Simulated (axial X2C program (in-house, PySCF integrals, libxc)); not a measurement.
# Ionising GaO

All values come from calculations with an axial X2C code built on PySCF integrals, spin-free (one-electron X2C) or two-component (2c: spin–orbit coupling with atomic mean-field Coulomb and Gaunt terms, which also bring small scalar terms), in Dyall basis sets with cores contracted in-house; open shells are unrestricted.

Basis sets: Ga dyall-cv3z, O dyall-av3z.

```json
{"Hamiltonian": "spin-free", "level": "PBE0", "GaO state": "M_S = 1/2, Λ = 0", "Re (Å)": "1.697", "ωe (cm⁻¹)": "737.9", "De (eV)": "4.14"}
{"Hamiltonian": "2c", "level": "PBE0", "GaO state": "Ω = 1/2", "Re (Å)": "1.698", "ωe (cm⁻¹)": "737.5", "De (eV)": "n/a"}
```

Adiabatic ionisation energy (minimum to minimum, no zero-point term) and constants of GaO⁺:

```tsv
Hamiltonian	level	GaO⁺ state	IE (eV)	Re (Å)	ωe (cm⁻¹)	De (eV)	fragments
spin-free	PBE0	M_S = 1, Λ = 1	10.00	1.874	422.9	0.13	Ga+ + O
2c	PBE0	Ω = 2	9.98	1.874	423.9	0.14	Ga+ + O
```

Task: Add the zero-point terms to the ionisation energy at PBE0, 2c, and say whether the electron removed was bonding.

Result: IE0 = IE + (ωe⁺ − ωe)/2 = 9.98 + (-0.019) = 9.96 eV. Re changes by 0.176 Å, so the bond lengthens, as on loss of a bonding electron.

Each entry is the lowest single determinant of a limited PBE0 search at one distance. De goes to single-determinant-based atoms at the same level (for ions the charge split of lowest energy) and is withheld (n/a) where an atom does not fit its ground term or J level. Main or longest-lived isotopes. One determinant is a doubtful description, or other states lie close, for GaO⁺; these need not be ground states, and all values refer to the states named. Some open-shell Ω = 0 determinants are out of reach, so the Ω given for GaO⁺ need not be the lowest component. With several unpaired electrons the Ω given is that of one determinant, not necessarily of the lowest component. Some light 2c atoms are not at their ground J level, so De misses part of their lowering (0.04 eV or less). The functionals have no current term, which raises determinants with orbital currents. Where the atoms have a lower orbital projection than the molecule, De at mean-field level may be about a tenth of an eV too small.
